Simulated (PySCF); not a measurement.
Variants of one PySCF input: LiBe

Base input, run as `OMP_NUM_THREADS=1 python input.py` with PySCF 2.14:

```python
from pyscf import gto, dft

mol = gto.M(
    atom='Li 0 0 0; Be 0 0 2.133',
    basis='x2c-svpall',
    charge=0,
    spin=1,
    verbose=4,
)
mf = dft.UKS(mol, xc='blyp')
mf = mf.sfx2c1e()
mf.kernel()
mf.stability(internal=True, external=True)
mf.dip_moment()
print('orbital energies (hartree):', [e[max(0, n-3):n+3].round(4) for e, n in zip(mf.mo_energy, mol.nelec)])
```

Base result: E(SCF) = -22.128380 Eh, 9 cycles, ⟨S²⟩ = 0.757, μz(SCF) = -2.62 D, internal stable; real -> complex stable. The bond length is a typed value, not an optimised one. No search for the lowest solution was made.

Hardware: Arm Neoverse V2, 1 thread, shared host. Wall time 2.3 s, peak memory 0.19 GiB.

Each row names what differs from the base; energies in brackets are changes from the base.

| change | result | wall time (s) |
| --- | --- | --- |
| spin-free X2C: on → off [unsound on purpose] | E(SCF) = -22.125235 Eh, 9 cycles, ⟨S²⟩ = 0.757, μz(SCF) = -2.63 D, internal stable; real -> complex stable | 2.1 |
| density fitting: none → weigend | E(SCF) = -22.128389 Eh (-0.0002 eV), 9 cycles, ⟨S²⟩ = 0.757, μz(SCF) = -2.62 D, internal stable; real -> complex stable | 2.6 |
| integration grid: default → (20, 50) [unsound on purpose] | E(SCF) = -22.128656 Eh (-0.0075 eV), 9 cycles, ⟨S²⟩ = 0.757, μz(SCF) = -2.63 D, internal stable; real -> complex stable | 0.97 |
| geometry: bond 2.133 → bond 10 [unsound on purpose] | E(SCF) = -22.120382 Eh (+0.2176 eV), 5 cycles, ⟨S²⟩ = 0.750, μz(SCF) = 0.00 D, internal stable; real -> complex stable | 2.4 |
| electric field along z (a.u.): none → 0.2 [unsound on purpose] [may be another electronic state] | E(SCF) = -24.178700 Eh (-55.7920 eV), 6 cycles, ⟨S²⟩ = 0.750, μz(SCF) = 40.16 D, internal stable; real -> complex stable | 2.3 |
| basis set: x2c-svpall → aug-cc-pvdz; spin-free X2C: on → off | E(SCF) = -22.146996 Eh, 10 cycles, ⟨S²⟩ = 0.758, μz(SCF) = -2.47 D, internal stable; real -> complex stable | 5.8 |
| spin (2S): 1 → 3 [a high spin state] | E(SCF) = -22.040295 Eh (+2.3969 eV), 8 cycles, ⟨S²⟩ = 3.750, μz(SCF) = -3.91 D, internal stable; real -> complex stable | 2.7 |
| charge: 0 → -1; spin (2S): 1 → 2 [another spin of the ion may lie lower] [no diffuse functions for the anion] [a high spin state] | E(SCF) = -22.124196 Eh (+0.1139 eV), 12 cycles, ⟨S²⟩ = 2.010, internal stable; real -> complex stable | 2.6 |
| step after the SCF: stability → tddft; number of roots: default → 8 | E(SCF) = -22.128380 Eh (+0.0000 eV), 9 cycles, ⟨S²⟩ = 0.757, μz(SCF) = -2.62 D, first excitations without spin–orbit coupling 1.29, 2.42, 2.42, 3.08, 3.08 eV | 2.5 |
| step after the SCF: stability → frequency [not at a minimum] | E(SCF) = -22.128380 Eh (+0.0000 eV), 9 cycles, ⟨S²⟩ = 0.757, μz(SCF) = -2.62 D, wavenumbers 678 cm⁻¹ | 2.7 |
| charge: 0 → -1; spin (2S): 1 → 0 [another spin of the ion may lie lower] [no diffuse functions for the anion] | E(SCF) = -22.128684 Eh (-0.0083 eV), 12 cycles, internal unstable; real -> complex stable | 2.3 |
| step after the SCF: stability → eomea; SCF type: UKS → UHF; functional: blyp → none (Hartree–Fock); frozen orbitals: default → 0; number of roots: default → 8 [positive roots are unbound] | E(SCF) = -21.972427 Eh, 14 cycles, E(CCSD) − E(SCF) = -0.04245 Eh, ⟨S²⟩ = 0.794, μz(SCF) = -4.22 D, attachment roots -0.056, 0.194, 0.376, 0.376, 0.456, 0.546, 0.546, 1.027 eV | 1.4 |
| step after the SCF: stability → casci; SCF type: UKS → ROHF; functional: blyp → none (Hartree–Fock); active space: default → 7 electrons in 8 orbitals | not converged: SCF after 50 cycles | 1 |
| geometry: bond 2.133 → bond 2.069 | E(SCF) = -22.123854 Eh (+0.1232 eV), 10 cycles, ⟨S²⟩ = 0.757, μz(SCF) = -2.60 D, internal stable; real -> complex stable | 2.2 |
| geometry: bond 2.133 → bond 25 [unsound on purpose] | E(SCF) = -22.120382 Eh (+0.2176 eV), 5 cycles, ⟨S²⟩ = 0.750, μz(SCF) = 0.00 D, internal stable; real -> complex stable | 2.7 |
| electric field along z (a.u.): none → 0.05 [may be another electronic state] | E(SCF) = -22.290586 Eh (-4.4138 eV), 11 cycles, ⟨S²⟩ = 0.752, μz(SCF) = 15.92 D, internal stable; real -> complex stable | 2.1 |
| step after the SCF: stability → gradient | E(SCF) = -22.128380 Eh (+0.0000 eV), 9 cycles, ⟨S²⟩ = 0.757, μz(SCF) = -2.62 D, gradient on the second atom -0.0331 Eh/bohr | 1.4 |
| geometry: bond 2.133 → bond 2.282 | E(SCF) = -22.135310 Eh (-0.1886 eV), 9 cycles, ⟨S²⟩ = 0.758, μz(SCF) = -2.63 D, internal stable; real -> complex stable | 2.1 |
| convergence threshold: default → 1e-16 | E(SCF) = -22.128380 Eh (+0.0000 eV), 16 cycles, ⟨S²⟩ = 0.757, μz(SCF) = -2.62 D, internal stable; real -> complex stable | 2.5 |
| smearing width (hartree): none → 0.01; step after the SCF: stability → none [smearing does not keep the typed spin] | E(SCF) = -22.113022 Eh (+0.4179 eV), 11 cycles, μz(SCF) = -2.49 D | 1.3 |

**Question.** Order these changes by how far they move the SCF energy from the base, largest first: (1) density fitting: none → weigend; (2) electric field along z (a.u.): none → 0.05; (3) geometry: bond 2.133 → bond 2.069; (4) geometry: bond 2.133 → bond 2.282.

**Answer.** (2) -4.4138 eV, (4) -0.1886 eV, (3) +0.1232 eV, (1) -0.0002 eV.
